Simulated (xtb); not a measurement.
CH₇Si₂, doublet, from a rough starting geometry; GFN2-xTB (xtb).

xtb was given this input:
```
$ xtb mol.xyz --gfn 2 --uhf 1 --opt vtight --json

# file mol.xyz
10

Si     1.64172633     0.20403308     0.26067493
C      0.05909693    -0.44151328    -0.48495335
Si    -1.73927478    -0.04795424    -0.04894577
H      2.75658478    -0.75687532    -0.09867763
H      1.98648651     1.54477144    -0.19932200
H      1.52590899     0.30087411     1.76922622
H      0.18001242    -0.89811083    -1.50711353
H     -2.45024191    -1.26174439    -0.09855911
H     -2.29924684     0.96164643    -0.90883813
H     -1.70889736     0.41796115     1.35296488
```

Output, abridged:

```
   ID    Z sym.   atoms
    1   14 Si     1, 3
    2    6 C      2
    3    1 H      4-10

           -------------------------------------------------
          |                Calculation Setup                |
           -------------------------------------------------

           -------------------------------------------------
          |                 G F N 2 - x T B                 |
           -------------------------------------------------

          ...................................................
          :                      SETUP                      :
          :.................................................:
          :  # basis functions                  31          :
          :  # atomic orbitals                  29          :
          :  # shells                           15          :
          :  # electrons                        19          :
          :  max. iterations                   250          :
          :  Hamiltonian                  GFN2-xTB          :
          :  restarted?                      false          :
          :  GBSA solvation                  false          :
          :  PC potential                    false          :
          :  electronic temp.          300.0000000     K    :
          :  accuracy                    1.0000000          :
          :  -> integral cutoff          0.2500000E+02      :
          :  -> integral neglect         0.1000000E-07      :
          :  -> SCF convergence          0.1000000E-05 Eh   :
          :  -> wf. convergence          0.1000000E-03 e    :
          :  Broyden damping             0.4000000          :
          :  net charge                          0          :
          :  unpaired electrons                  1          :
          ...................................................

 iter      E             dE          RMSdq      gap      omega  full diag
   1     -9.0599087 -0.905991E+01  0.591E+00    4.36       0.0  T
   2     -9.1667366 -0.106828E+00  0.249E+00    3.81       1.0  T
   3     -9.1672539 -0.517229E-03  0.167E+00    4.30       1.0  T
   4     -9.1700308 -0.277692E-02  0.794E-01    4.04       1.0  T
   5     -9.1699483  0.824309E-04  0.421E-01    4.10       1.0  T
   6     -9.1701136 -0.165240E-03  0.978E-02    4.04       1.0  T
   7     -9.1701163 -0.273108E-05  0.426E-02    4.04       1.0  T
   8     -9.1701187 -0.236051E-05  0.114E-02    4.03       2.8  T
   9     -9.1701189 -0.205844E-06  0.378E-03    4.03       8.4  T
  10     -9.1701189 -0.151073E-07  0.108E-03    4.03      29.3  T
  11     -9.1701189 -0.138359E-08  0.771E-04    4.03      41.0  T
  12     -9.1701189 -0.106307E-08  0.230E-04    4.03     137.6  T

   *** convergence criteria satisfied after 12 iterations ***

         :::::::::::::::::::::::::::::::::::::::::::::::::::::
         ::                     SUMMARY                     ::
         :::::::::::::::::::::::::::::::::::::::::::::::::::::
         :: total energy              -9.073753287575 Eh    ::
         :: gradient norm              0.062519431141 Eh/a0 ::
         :: HOMO-LUMO gap              4.031337747671 eV    ::
         ::.................................................::
         :: SCC energy                -9.170114453387 Eh    ::
         :: -> isotropic ES            0.019571844197 Eh    ::
         :: -> anisotropic ES          0.005617395693 Eh    ::
         :: -> anisotropic XC          0.008986792109 Eh    ::
         :: -> dispersion             -0.005931810227 Eh    ::
         :: repulsion energy           0.096361165812 Eh    ::
         :: add. restraining           0.000000000000 Eh    ::
         :: total charge              -0.000000000000 e     ::
         :::::::::::::::::::::::::::::::::::::::::::::::::::::

      -----------------------------------------------------------
     |                   =====================                   |
     |                        A N C O P T                        |
     |                   =====================                   |
     |               Approximate Normal Coordinate               |
     |                Rational Function Optimizer                |
      -----------------------------------------------------------
      -----------------------------------------------------------
     |                   =====================                   |
     |                        A N C O P T                        |
     |                   =====================                   |
     |               Approximate Normal Coordinate               |
     |                Rational Function Optimizer                |
      -----------------------------------------------------------

          ...................................................
          :                      SETUP                      :
          :.................................................:
          :   optimization level         verytight          :
          :   max. optcycles                   200          :
          :   ANC micro-cycles                  20          :
          :   degrees of freedom                24          :
          :.................................................:
          :   RF solver                   davidson          :
          :   write xtbopt.log                true          :
          :   linear?                        false          :
          :   energy convergence         0.1000000E-06 Eh   :
          :   grad. convergence          0.2000000E-03 Eh/α :
          :   maxmium RF displ.          1.0000000          :
          :   Hlow (freq-cutoff)         0.1000000E-01      :
          :   Hmax (freq-cutoff)         5.0000000          :
          :   S6 in model hess.         20.0000000          :
          ...................................................

generating ANC from exact Hessian ...
Using Lindh-Hessian (1995)
 Shifting diagonal of input Hessian by    9.6124970138412903E-003
 Lowest  eigenvalues of input Hessian
[...]
 * total energy  :    -9.0797495 Eh     change       -0.1125640E-04 Eh
 * total energy  :    -9.0797648 Eh     change       -0.1526638E-04 Eh
 * total energy  :    -9.0797746 Eh     change       -0.9833818E-05 Eh
 * total energy  :    -9.0797837 Eh     change       -0.9091022E-05 Eh
 * total energy  :    -9.0797950 Eh     change       -0.1127083E-04 Eh
 * total energy  :    -9.0797924 Eh     change        0.2605394E-05 Eh
 * total energy  :    -9.0798026 Eh     change       -0.1019720E-04 Eh
 * total energy  :    -9.0798040 Eh     change       -0.1416072E-05 Eh
 * total energy  :    -9.0798056 Eh     change       -0.1666255E-05 Eh
 * total energy  :    -9.0798063 Eh     change       -0.7018376E-06 Eh
 * total energy  :    -9.0798069 Eh     change       -0.5875699E-06 Eh
 * total energy  :    -9.0798070 Eh     change       -0.1138195E-06 Eh
 * total energy  :    -9.0798071 Eh     change       -0.6391078E-07 Eh
   *** GEOMETRY OPTIMIZATION CONVERGED AFTER 24 ITERATIONS ***
[...]
   3     -9.1827632 -0.710543E-13  0.118E-05    4.09    2690.2  T

   *** convergence criteria satisfied after 3 iterations ***

         :::::::::::::::::::::::::::::::::::::::::::::::::::::
         ::                     SUMMARY                     ::
         :::::::::::::::::::::::::::::::::::::::::::::::::::::
         :: total energy              -9.079807106682 Eh    ::
         :: gradient norm              0.000027760667 Eh/a0 ::
         :: HOMO-LUMO gap              4.094839285968 eV    ::
         ::.................................................::
         :: SCC energy                -9.182758930054 Eh    ::
         :: -> isotropic ES            0.019654325301 Eh    ::
         :: -> anisotropic ES          0.005386382284 Eh    ::
         :: -> anisotropic XC          0.008698632447 Eh    ::
         :: -> dispersion             -0.005939736318 Eh    ::
         :: repulsion energy           0.102951823372 Eh    ::
         :: add. restraining           0.000000000000 Eh    ::
         :: total charge               0.000000000000 e     ::
         :::::::::::::::::::::::::::::::::::::::::::::::::::::

           -------------------------------------------------
          |                Property Printout                |
           -------------------------------------------------

    * Orbital Energies and Occupations

         #    Occupation            Energy/Eh            Energy/eV
      -------------------------------------------------------------
         1        2.0000           -0.7207562             -19.6128
         2        2.0000           -0.6942562             -18.8917
         3        2.0000           -0.5285948             -14.3838
         4        2.0000           -0.4395986             -11.9621
         5        2.0000           -0.4263251             -11.6009
         6        2.0000           -0.4212672             -11.4633
         7        2.0000           -0.4196206             -11.4185
         8        2.0000           -0.4137219             -11.2579
         9        2.0000           -0.3968203             -10.7980
        10        1.0000           -0.3379608              -9.1964 (HOMO)
        11                         -0.1874782              -5.1015 (LUMO)
        12                         -0.1678722              -4.5680
        13                         -0.1658984              -4.5143
        14                         -0.1528446              -4.1591
        15                         -0.1502291              -4.0879
        16                         -0.1449707              -3.9449
        17                         -0.0793680              -2.1597
        18                         -0.0633879              -1.7249
        19                         -0.0537341              -1.4622
        20                          0.0031261               0.0851
        21                          0.2037838               5.5452
       ...                                ...                  ...
        29                          0.7726321              21.0244
      -------------------------------------------------------------
                  HL-Gap            0.1504826 Eh            4.0948 eV
             Fermi-level           -0.3150550 Eh           -8.5731 eV

     #   Z          covCN         q      C6AA      α(0)
     1  14 Si       3.643     0.429    99.344    19.113
     2   6 C        2.685    -0.229    34.106     9.557
     3  14 Si       3.643     0.429    99.344    19.113
     4   1 H        0.917    -0.105     5.757     3.753
     5   1 H        0.916    -0.104     5.717     3.740
     6   1 H        0.919    -0.118     6.237     3.906
     7   1 H        0.925     0.025     2.653     2.547
     8   1 H        0.916    -0.104     5.717     3.740
     9   1 H        0.917    -0.105     5.758     3.753
    10   1 H        0.919    -0.118     6.237     3.906

 Mol. C6AA /au·bohr⁶  :       1743.823054
 Mol. C8AA /au·bohr⁸  :      65092.280601
 Mol. α(0) /au        :         73.127850

Wiberg/Mayer (AO) data.
largest (>0.10) Wiberg bond orders for each atom

 ---------------------------------------------------------------------------
     #   Z sym  total        # sym  WBO       # sym  WBO       # sym  WBO
 ---------------------------------------------------------------------------
     1  14 Si   3.758 --     2 C    1.055     6 H    0.896     4 H    0.882
                             5 H    0.881
     2   6 C    3.327 --     3 Si   1.055     1 Si   1.055     7 H    0.986
     3  14 Si   3.758 --     2 C    1.055    10 H    0.896     9 H    0.882
                             8 H    0.881
     4   1 H    0.988 --     1 Si   0.882
     5   1 H    0.988 --     1 Si   0.881
     6   1 H    0.986 --     1 Si   0.896
     7   1 H    0.999 --     2 C    0.986
     8   1 H    0.988 --     3 Si   0.881
     9   1 H    0.988 --     3 Si   0.882
    10   1 H    0.986 --     3 Si   0.896
 ---------------------------------------------------------------------------

Topologies differ in total number of bonds
Writing topology from bond orders to xtbtopo.mol

molecular dipole:
                 x           y           z       tot (Debye)
 q only:        0.006      -0.015      -0.054
   full:        0.016      -0.044      -0.156       0.414
molecular quadrupole (traceless):
                xx          xy          yy          xz          yz          zz
 q only:       -0.026       0.029       0.129       0.002      -0.067      -0.102
  q+dip:       -0.935      -0.050       0.009      -0.182       0.275       0.926
   full:       -0.972      -0.075       0.118      -0.169       0.218       0.854

optimized geometry written to: xtbopt.xyz

           -------------------------------------------------
          | TOTAL ENERGY               -9.079807106682 Eh   |
          | GRADIENT NORM               0.000027760667 Eh/α |
          | HOMO-LUMO GAP               4.094839285968 eV   |
           -------------------------------------------------
```
